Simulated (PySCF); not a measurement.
# SnC⁻: one state, many levels of theory

State: ²Σ⁺ (doublet), unpaired electrons σ ↑. Set-up: basis Sn aug-cc-pVDZ-PP with ECP28, C aug-cc-pVDZ; scalar-relativistic core potentials; PySCF 2.14. De refers to Sn + C⁻ in their high-spin ground configurations, without counterpoise correction. The functionals are run spin-unrestricted. A positive dipole points towards C; it is taken about the centre of mass and depends on that origin. Levels whose curve was spin-contaminated or gave no clean fit are not listed.

```
       Level  Re (Å)  ωe (cm⁻¹)  De (eV)  μ (D)
        ROHF   1.934        810      n/a  -4.70
    ROHF-MP2   2.022        654     3.99    n/a
ROHF-SCS-MP2   2.019        660      n/a    n/a
         PBE   1.977        701     3.90  -4.45
```

The bond length runs from 1.934 Å (ROHF) to 2.022 Å (ROHF-MP2).

Correlated steps freeze 5 core orbitals. Correlated levels converge slowly with the basis: in double zeta they bind strong bonds too weakly, by up to about 1 eV, and carry superposition errors of some tenths. These are scalar-relativistic numbers at best; spin–orbit coupling would shift them, the dissociation energy most. For an ion De counts to the pair picked by the measured ionisation energies or electron affinities, which need not be the lowest pair at this level. The highest Kohn–Sham level is positive in this anion. Much of that is self-interaction error, but it also means that the finite basis helps to hold the extra electron. UHF is strongly spin-contaminated for SnC⁻, so the ROHF reference used there is far from stable. The state was picked by a PBE0 search and need not be the measured ground state.

The whole job (state search and all levels along the bond) took about 4.3 min on 1 thread of Arm Neoverse N1 (shared host), peak memory 0.79 GiB.
